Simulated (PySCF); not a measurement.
Species: C6H11N2PSi.
Cartesian coordinates in Å at the GFN2-xTB level; atoms count from 1:
```xyz
21
C6H11N2PSi angstrom
N     -0.9880   -2.2753   -1.3224
P     -1.2693   -0.5891   -1.2577
C     -2.1342   -0.2990    0.3307
Si    -1.8244    1.4907    0.9397
C      0.3723   -0.1331   -0.5951
C      1.5565   -0.6879   -1.0744
C      2.7566   -0.2413   -0.5556
C      2.7415    0.7546    0.4133
C      1.5169    1.2526    0.8223
N      0.3732    0.8161    0.3276
H     -1.6135   -2.7527   -1.9594
H     -1.0079   -2.7395   -0.4183
H     -3.1988   -0.4678    0.1742
H     -1.7797   -1.0265    1.0646
H     -1.1109    1.5415    2.2150
H     -1.4961    2.4302   -0.1280
H     -3.2011    1.9018    1.3337
H      1.5098   -1.4577   -1.8288
H      3.6934   -0.6573   -0.8983
H      3.6574    1.1319    0.8404
H      1.4372    2.0247    1.5759
```

Probes without a nucleus sit at each ring's centroid and 1 Å off its mean plane on both sides; NICS is minus the shielding there, NICSzz its component along the normal. Level: GIAO PBE0/pcSseg-1 (PySCF, non-relativistic, gas phase) on the GFN2-xTB geometry, one conformer.

Ring bond lengths (Å), with Mayer bond orders in brackets: C5–C6 1.393 (1.34), C6–C7 1.382 (1.45), C7–C8 1.390 (1.40), C8–C9 1.384 (1.43), C9–N10 1.320 (1.43), N10–C5 1.324 (1.32).

Q: What do the NICS probes read (ppm)?

A: 
```json
{"ring": "C5–C6–C7–C8–C9–N10", "type": "6-membered ring with N; formal bonds all aromatic", "NICS(0)": "-7.0", "NICS(1), two faces": "-10.8 / -11.2", "NICS(1)zz, two faces": "-26.5 / -26.4", "rms pucker (Å)": "0.00", "centre to ring atoms, mean (Å)": "1.37"}
```

Q: What can be read from them?

A: 
- C5–C6–C7–C8–C9–N10: mean NICS(1)zz -26.5 ppm, shielded, aromatic by this magnetic criterion (flat ring, no four-coordinate atom).

Q: And the bond-length index? HOMA takes Krygowski's 1993 parameters.

A: 
- C5–C6–C7–C8–C9–N10: HOMA 0.99; the largest term is that of C9–N10, α(R − Ropt)² = 0.02. The geometric and the magnetic index point the same way.

Q: At the first NICS(1) probe listed for ring C5–C6–C7–C8–C9–N10, 1 Å off the ring, how large is the induced field along the normal in 1 T applied along it?

A: NICSzz × B0 = -26.5 ppm × 1 T = -26 μT, against the applied field.

Q: List the ring angles and the Hirshfeld charges of the ring atoms.

A: 
- C5–C6–C7–C8–C9–N10: C5 121.7° (+0.015 e), C6 118.7° (-0.050 e), C7 119.0° (-0.024 e), C8 118.3° (-0.050 e), C9 122.5° (+0.031 e), N10 119.9° (-0.080 e); sum 720.0° against 720° for a flat convex ring.
